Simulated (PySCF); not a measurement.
# Excitation energy of Fe by level of theory

Fe [Ar] 3d6 4s2 (5D) → Fe [Ar] 3d6 4s1 4p1 (high-spin determinant), as a difference of total energies. Calculation: PySCF 2.14, in ANO-RCC-VTZP; scalar relativity by spin-free X2C-1e. Correlated levels: valence: [Ar] frozen. The calculations carry no spin-orbit coupling.

```csv
method,excitation energy (eV)
UHF,1.327
MP2 (valence),2.131
SCS-MP2 (valence),2.389
CCSD (valence),2.298
CCSD(T) (valence),2.356
```

Q: How much does correlation contribute at CCSD(T) (valence)?

A: 2.356 − (1.327) = 1.029 eV, measured against UHF.

A first-order spin-orbit estimate (lowest level to lowest level, LS coupling) adds 0.019 eV.

The basis was made for the ground configuration and has no added diffuse functions, so the excitation energy can come out too high.

The determinant of the upper state mixes LS terms, which raises its energy above the lowest term, most at the Hartree-Fock and MP2 levels.
